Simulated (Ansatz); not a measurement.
Ta(O)2(OH) (HO3Ta), SMILES [O]=[Ta](=[O])[OH], multiplicity 1. Atoms are numbered in the order given.

```xyz
5

Ta     0.1112    -0.5602     0.0000
O      0.7690     0.2623     1.3795
O      0.7690     0.2623    -1.3795
O     -1.7783    -0.3123     0.0000
H     -2.4238     0.3977     0.0000
```
Charge 0, spin multiplicity 1.

The structure is a stationary point at PBE0-D3(BJ)/def2-SVP. The spin state was assumed, not searched. The def2 effective core potentials stand for the cores of Ta; spin–orbit coupling is left out. The values are those of a single conformer.

Two levels are set side by side: PBE-D3(BJ)/def2-SVP (Ansatz, a quantum-chemistry and plane-wave program) and PBE0-D3(BJ)/def2-SVP (Ansatz). Each level has its own optimised geometry; the coordinates shown are those of the second. Differences are taken from unrounded values.

| quantity | PBE0-D3(BJ) | PBE-D3(BJ) | PBE-D3(BJ) minus PBE0-D3(BJ) |
|---|---|---|---|
| mean bond length (Å) | 1.584 | 1.600 | 0.016 |
| bond Ta1–O2 (Å) | 1.736 | 1.755 | 0.020 |
| bond Ta1–O3 (Å) | 1.736 | 1.755 | 0.020 |
| bond Ta1–O4 (Å) | 1.906 | 1.919 | 0.014 |
| bond O4–H5 (Å) | 0.960 | 0.971 | 0.012 |

Exact exchange shortens and stiffens bonds; PBE has none. Differences between two approximate levels are no errors against the true value.
